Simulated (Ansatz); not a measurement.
Basis sets compared for GeEt2(OAc)2 (C₈H₁₆GeO₄). The state is a singlet with charge 0. Geometry PBE-D4/def2-SVP. Ansatz on 2 threads of AMD EPYC 7R13 on a shared host and a share (18 GiB) of an NVIDIA H100 80GB HBM3; times are rough, and most runs start from earlier orbitals.

Cartesian coordinates in Å:
```
Ge -0.184 0.331 -0.619
C 0.043 -0.837 -2.176
C -0.257 -2.318 -1.922
H 1.088 -0.684 -2.521
H -0.611 -0.418 -2.972
H -0.092 -2.918 -2.841
H 0.384 -2.720 -1.115
H -1.307 -2.463 -1.602
C -0.568 2.225 -0.913
C 0.560 2.951 -1.654
H -0.738 2.650 0.097
H -1.531 2.287 -1.463
H 0.326 4.028 -1.785
H 1.515 2.883 -1.096
H 0.734 2.531 -2.666
O 1.396 0.423 0.365
C 1.724 -0.654 1.097
C 2.886 -0.385 2.024
O 1.119 -1.716 1.032
H 3.263 -1.333 2.445
H 2.528 0.266 2.848
H 3.691 0.163 1.500
O -1.571 -0.468 0.324
C -1.707 -0.109 1.614
C -2.731 -0.953 2.336
O -1.044 0.778 2.133
H -2.969 -0.505 3.317
H -2.302 -1.965 2.488
H -3.645 -1.074 1.725
```

Single mean-field runs in def2-TZVP are fitted with def2-universal-jkfit.

Binding counts from free atoms (Ge triplet, C triplet, H doublet, O triplet) in the same basis, without a counterpoise term.

```tsv
level	functions	energy (Eh)	HOMO (eV)	LUMO (eV)	binding per atom (eV)	wall time
PBE-D4/def2-SVP	280	-2690.7604	-5.87	-0.74	4.48	8.5 s
PBE0-D4/def2-SVP	280	-2690.8533	-7.62	0.32	4.38	12 s
```

Task: Estimate the rows for PBE-D4/def2-TZVP, PBE0-D4/def2-TZVP.

Result: 
```csv
level,functions,energy (Eh),HOMO (eV),LUMO (eV),binding per atom (eV),wall time
PBE-D4/def2-TZVP,516,-2691.7197,-6.05,-0.90,4.43,7 s
PBE0-D4/def2-TZVP,516,-2691.8038,-7.70,0.21,4.33,5.5 s
```
